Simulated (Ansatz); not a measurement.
CN (SMILES [C]#N), doublet (typed; the unrestricted solution is spin-contaminated), geometry from GFN2-xTB; MP2/cc-pVTZ run with Ansatz (a quantum-chemistry and plane-wave program).

Ansatz was given this input:
Ansatz 0.2 input:
```yaml
crystal:
  periodic: [false, false, false]
  atoms:
    - {symbol: C, position_ang: [-0.00000000, -0.00000000, -0.61154905]}
    - {symbol: N, position_ang: [0.00000000, 0.00000000, 0.52418490]}
basis:
  gaussian:
    orbitals: cc-pVTZ
magnetization: {spin_polarized: true, initial_magnetization: 1}
correlation: {method: mp2, electrons: outside_noble_gas}
accuracy: high
```

Problem. What does Ansatz print? Leave out banner, timings and long lists.

Solution. 
```
Functional definition: HF
854 factors; integrals over basis functions are off by at most 3.0e-9 eV
mean field evaluation 1: about -2507.8284 eV, gradient 1.7e1 eV
mean field evaluation 2: about -2507.8312 eV, gradient 1.7e1 eV
mean field evaluation 4: about -2509.1781 eV, gradient 2.9e0 eV
mean field evaluation 8: about -2509.6627 eV, gradient 1.2e0 eV
mean field evaluation 16: about -2509.8434 eV, gradient 7.2e-3 eV
mean field evaluation 32: about -2509.2009 eV, gradient 8.5e-1 eV
mean field -2509.84337233 eV, -92.2350427002 hartree, gradient 2.2e-8 eV, S^2 1.027034; 5 other end points of the search recorded, 0 dependent functions left out
2 core orbitals not correlated
reference -2509.84337233 eV, -92.2350427002 hartree; 5, 4 occupied and 53, 54 virtual orbitals, 854 factors
second order -7.63600144 eV of doubles, -0.00000000 eV of singles
Total energy: -2517.47937377 eV, -92.5156605772 hartree
```
